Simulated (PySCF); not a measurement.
All values below come from B3LYP-D3(BJ)/def2-SVP (PySCF). All species are isolated molecules in the gas phase. One relaxed conformer stands for a flexible species; it need not be the lowest. B3LYP has the VWN-RPA correlation part, as in Gaussian. Excitations are Tamm–Dancoff values on a coarser integration grid. The basis has no diffuse functions, so Rydberg states are missing or too high.

Reference species (SMILES): `FC(F)(F)c1ccc(C(F)(F)F)cc1` (neutral, multiplicity 1).

```json
{
  "HOMO–LUMO gap": "6.27 eV",
  "S1 oscillator strength": "0.008",
  "T1 excitation (TDA)": "4.04 eV",
  "HOMO": "-7.99 eV"
}
```

Changed species: `O=Cc1ccc(C=O)cc1` (O–C–C–C torsion 0°, C–C–C–O torsion 180°) (X = formyl; the reference has X = trifluoromethyl).

Q: Predict the effect on the HOMO–LUMO gap, S1 oscillator strength, T1 excitation (TDA) and HOMO.

A: the HOMO–LUMO gap decreases by 1.67 eV, to 4.60 eV; the S1 oscillator strength hardly moves; the T1 excitation (TDA) drops by 1.14 eV, to 2.90 eV; the HOMO goes up by 0.55 eV, to -7.44 eV.
